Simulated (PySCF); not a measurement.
# Worked example: chemical shift, span and skew from a shielding tensor

CH5FO2Si2, SMILES [SiH3][Si@@H](C(=O)O)F. Atoms are numbered in the order given.

```xyz
11

O      1.4218     1.6179     0.1863
C      1.3115     0.4933    -0.2376
O      2.3464    -0.3176    -0.4510
Si    -0.4433    -0.1743    -0.6232
F     -0.4147    -1.7656    -0.9713
Si    -1.7359     0.2336     1.2846
H      3.1507     0.1734    -0.2033
H     -0.9097     0.5586    -1.8338
H     -3.0902    -0.3754     1.1219
H     -1.8651     1.7089     1.4691
H     -1.0588    -0.3685     2.4717
```
Charge 0, spin multiplicity 1.

Coordinates come from a PBE0-D3(BJ)/def2-SVP optimisation. The structure was generated by enumeration; whether it is a known compound was not checked. One conformer was computed; it need not be the lowest.

GIAO shieldings from PBE0/pcSseg-1 in PySCF, non-relativistic, no solvent. The symmetric part of the tensor of Si6 has the principal values 451.4, 460.2, 463.1 ppm. The same nucleus in TMS has σ = 352.7 ppm at this level (PySCF, at its B3LYP-D3(BJ)/def2-TZVP geometry).

Problem. Work out the isotropic shielding, the ²⁹Si shift against TMS, the span and the skew.

Solution. 
σ(iso) = (σ11 + σ22 + σ33)/3 = 458.2 ppm. δ = σ(ref) − σ(iso) = 352.7 − (458.2) = -105.5 ppm.
Span Ω = σ33 − σ11 = 11.7 ppm. Skew κ = 3(σ(iso) − σ22)/Ω = -0.50. Tumbling in solution averages the tensor to δ; in a static solid the shielding alone would spread this spin-1/2 line over Ω.
